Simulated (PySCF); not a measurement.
A structure optimised at PBE-D3(BJ)/def2-SVPD, used in a PySCF frequency run:

```
Cu
Br 1 2.2801
Br 1 2.2801 2 180.00
```
Charge -1, spin multiplicity 1.

Question: Write its SMILES, formula and point group.

Answer: [Br][Cu-][Br], Br₂Cu, D∞h

Question: What are its rotational constants (standard atomic weights)?

Answer: 0.60827 GHz (linear rotor, B only)
